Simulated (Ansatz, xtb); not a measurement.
## C2H5NaSi: which of two isomers lies lower

We compare I, `C=[Si](C)[Na]`, a singlet, with II, `C=C[SiH2][Na]`, a singlet. Both are isolated molecules in the gas phase, relaxed with PBE0-D3(BJ)/pcseg-1; the shapes shown needn't be the lowest conformers.

I (Å):

```xyz
9

C     0.4026    0.3614    1.9072
C    -1.8973   -1.4136    1.0968
Na   -1.3683    2.1773   -1.0306
Si   -0.9298    0.2048    0.8048
H     1.0726    1.2250    1.8912
H     0.6510   -0.3810    2.6733
H    -1.4534   -1.9888    1.9207
H    -2.9472   -1.2073    1.3456
H    -1.8963   -2.0427    0.1962
```

II (Å):

```xyz
9

C    -1.7460   -1.9933   -0.3481
C    -0.5859   -2.1812   -0.9861
Na    1.7977    0.5695   -2.3966
Si    1.0712   -1.3743   -0.5676
H    -2.6772   -2.4588   -0.6810
H    -1.8138   -1.3682    0.5454
H    -0.6078   -2.8283   -1.8719
H     0.9109   -0.8846    0.8517
H     2.0451   -2.5223   -0.4485
```

Task: Estimate E(II) − E(I) at the level CCSD(T)/def2-TZVP.

Result: Too close to call at this level: CCSD(T)/def2-TZVP gives E(II) − E(I) = +0.40 kcal/mol.

The same difference at several levels:

```csv
level,geometry,E(II) − E(I) (kcal/mol),departure from the last row (kcal/mol),"job, with rough time for the two"
PBE0-D3(BJ)/pcseg-1,PBE0-D3(BJ)/pcseg-1,−0.91,−1.32,"optimisation, 69 s"
HF/def2-TZVP,PBE0-D3(BJ)/pcseg-1,−6.42,−6.82,part of the CCSD(T) run
MP2/def2-TZVP,PBE0-D3(BJ)/pcseg-1,+2.27,+1.87,part of the CCSD(T) run
CCSD(T)/def2-TZVP,PBE0-D3(BJ)/pcseg-1,+0.40,,"single point, 75 s"
```

As drawn, II has 1 C=C, 2 Si–H in place of 1 C=Si, 2 C–H.

The largest departure from CCSD(T)/def2-TZVP is that of HF/def2-TZVP, 6.82 kcal/mol. Levels run at GFN2-xTB geometries aren't shown.

With harmonic frequencies from PBE0-D3(BJ)/pcseg-1 (ideal gas, rigid rotor, one conformer each, 298.15 K, 1 atm): the zero-point term adds −2.14 kcal/mol; ΔH is −1.97 and ΔG −1.36 kcal/mol.

The correlated steps freeze 8 core orbitals; the last core shell of Na is correlated, in a basis made for valence electrons. Mirror images aren't counted in ΔG. Run with Ansatz 0.2.0; the last row on 2 threads of Arm Neoverse V1 on a shared host.
